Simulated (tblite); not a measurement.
Compound: C₇H₁₄GeO.
Atom-mapped SMILES: `[CH3:1][C@@:2]1([O:3][GeH3:4])[CH2:5][C@H:6]2[CH2:7][C@@H:8]1[CH2:9]2` (hydrogens: H10, H11, H12 on C1; H13, H14, H15 on Ge4; H16, H17 on C5; H18 on C6; H19, H20 on C7; H21 on C8; H22, H23 on C9)

Cartesian coordinates in Å at the GFN2-xTB level; atoms count from 1:
```xyz
23
C7H14GeO angstrom
C      0.6845   -1.8664   -0.3664
C      0.2212   -0.4148   -0.4073
O      1.2386    0.3662   -1.0000
Ge     2.6682    1.0275   -0.2720
C     -1.1062   -0.1953   -1.1837
C     -1.9403    0.4500   -0.0759
C     -1.6392   -0.4682    1.1172
C     -0.2329    0.1281    0.9593
C     -0.9351    1.4304    0.5462
H     -0.0860   -2.5241    0.0237
H      1.5682   -1.9415    0.2666
H      0.9501   -2.1844   -1.3721
H      3.3158    1.6115   -1.4781
H      2.3273    2.0722    0.7566
H      3.5147   -0.0388    0.3717
H     -1.5355   -1.1295   -1.5434
H     -0.9439    0.4709   -2.0294
H     -2.9538    0.7493   -0.3296
H     -1.7696   -1.5388    0.9788
H     -2.1273   -0.1516    2.0359
H      0.5130    0.0921    1.7532
H     -1.3379    1.9881    1.3879
H     -0.3987    2.0940   -0.1293
```

All values are computed: GFN2-xTB (tblite) harmonic vibrations without scaling, gas phase. The method is semi-empirical: single wavenumbers can be off by several per cent or more. Modes of hydrogen on germanium can be 10 to 20 % off. One conformer, not necessarily the lowest.

Harmonic wavenumbers (cm⁻¹): 54.3, 109.4, 126.3, 187.8, 206.3, 240.7, 345.9, 375.6, 423.9, 466.9, 513.4, 543.1, 583.6, 623.7, 636.9, 764.7, 793.9, 803.5, 837.1, 848.9, 891.0, 925.8, 938.6, 951.6, 961.6, 979.0, 993.7, 1003.2, 1021.5, 1037.0, 1067.4, 1077.1, 1105.4, 1164.4, 1168.6, 1185.0, 1197.0, 1203.8, 1226.3, 1244.1, 1252.0, 1272.9, 1301.3, 1393.9, 1471.2, 1478.4, 1481.3, 1488.7, 1509.7, 1913.2, 1966.4, 2091.5, 2961.1, 2996.5, 3001.4, 3003.7, 3006.2, 3008.5, 3015.2, 3017.4, 3023.1, 3034.8, 3050.1.

A = 2408, B = 727.8, C = 663.9 MHz; mass 188.026 u (most abundant isotopes); point group C1, symmetry number 1.

Problem. What is the zero-point energy?

Solution. Half the sum of the wavenumbers: 41283 cm⁻¹ = 493.86 kJ/mol.

Problem. Give the ideal-gas entropy at 298.15 K and 1 bar in the rigid-rotor, harmonic-oscillator model (classical rotation).

Solution. Translation 174.16, rotation 125.53, vibration 109.35: S = 409.0 J/(mol K).

Problem. And Cp and H(298.15 K) − H(0)?

Solution. Cp = 172.19 J/(mol K), of which vibrations give 138.94 (their classical limit is 63 R = 523.8); H(298.15 K) − H(0) = 28.38 kJ/mol without the zero-point energy, 18.46 from vibrations.

Problem. Blend soft modes into free rotors: weight 1/[1 + (100 cm⁻¹/ν̃)⁴] for the oscillator and the rest for a rotor with moment μB/(μ + B), μ = h/(8π²ν), B = 10⁻⁴⁴ kg m². What vibrational entropy results?

Solution. 103.50 J/(mol K) in place of 109.35, which changes −T·S at 298.15 K by +1.74 kJ/mol.

Problem. Which modes carry the vibrational entropy at 298.15 K?

Solution. 54.3 cm⁻¹: 19.47; 109.4 cm⁻¹: 13.72; 126.3 cm⁻¹: 12.56; 187.8 cm⁻¹: 9.41; 206.3 cm⁻¹: 8.69; 240.7 cm⁻¹: 7.52 J/(mol K); the other 57 give 37.97 together.

Problem. What must be added to the electronic energy to get the Gibbs energy at 298.15 K and 1 bar?

Solution. ZPE + [H(298.15 K) − H(0)] − T·S = 493.86 + 28.38 − 121.96 = 400.28 kJ/mol.

Hindered rotation and anharmonicity are outside this model. Other conformers, if any are populated, would add a mixing term that is left out. The structure is chiral; the term R ln 2 for an equal mix with its mirror image is left out.
